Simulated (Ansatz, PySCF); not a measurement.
Molecule: fluoro(fluorosilyl)silane, Si₂H₄F₂ (charge 0, singlet). SMILES: F[SiH2][SiH2]F
Geometry from a B3LYP-D3(BJ)/def2-TZVP (Ansatz, a quantum-chemistry and plane-wave program) optimisation:
```xyz
8

F     -1.7497    -1.3887    -0.3927
Si    -1.1767     0.0620     0.0216
Si     1.1767    -0.0620    -0.0216
F      1.7497     1.3887     0.3927
H     -1.6864     0.3874     1.3731
H     -1.6940     1.0534    -0.9488
H      1.6940    -1.0534     0.9488
H      1.6864    -0.3874    -1.3731
```

Unscaled harmonic wavenumbers (cm⁻¹) in rising order, each level at the stationary point that it reaches from this structure (no distance between atoms moves by over 0.3 Å); the order of modes can differ between levels, and a negative number is imaginary. B3LYP-D3(BJ)/def2-TZVP (PySCF, at the structure above): 46, 119, 218, 358, 447, 613, 724, 734, 828, 838, 847, 921, 955, 974, 2223, 2230, 2230, 2241.

HF/3-21G (Ansatz): 53, 93, 211, 392, 454, 669, 818, 820, 903, 916, 924, 1009, 1031, 1039, 2338, 2338, 2346, 2348. Zero-point energy 26.7 against 25.1 kcal/mol; where all levels lie over 400 cm⁻¹, the wavenumbers are on average 1.076 times those of B3LYP-D3(BJ)/def2-TZVP.

HF/6-31G* (Ansatz): 56, 135, 241, 410, 503, 681, 802, 807, 912, 918, 929, 1027, 1048, 1075, 2398, 2399, 2408, 2411. Zero-point energy 27.4 against 25.1 kcal/mol; where all levels lie over 400 cm⁻¹, the wavenumbers are on average 1.097 times those of B3LYP-D3(BJ)/def2-TZVP.
